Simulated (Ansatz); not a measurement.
def2 core potentials replace the inner electrons of Te.

Z-matrix (Å, degrees):
```
C
F 1 1.3077
F 1 1.3077 2 111.68
F 1 1.3235 2 111.15 3 124.71
Te 1 2.2958 2 108.59 3 -119.73
O 5 1.9393 1 94.70 2 -120.11
H 6 0.9821 5 113.73 1 0.32
```
Charge +1, spin multiplicity 2.

All values below come from Ansatz (a program for electronic structure) with frozen-core CCSD(T)/def2-TZVPP // B3LYP-D3(BJ)/def2-SVP.

```yaml
HF energy: -678.48639 Ha
MP2 correlation energy: -1.57888 Ha
```

Task: Estimate the CCSD correlation energy, the (T) correction, the total energy and the T1 diagnostic.

Result: 
| Quantity | Value |
|---|---|
| CCSD correlation energy | -1.55907 Ha |
| (T) correction | -0.05184 Ha |
| CCSD(T) total energy | -680.09731 Ha |
| T1 diagnostic | 0.019 |
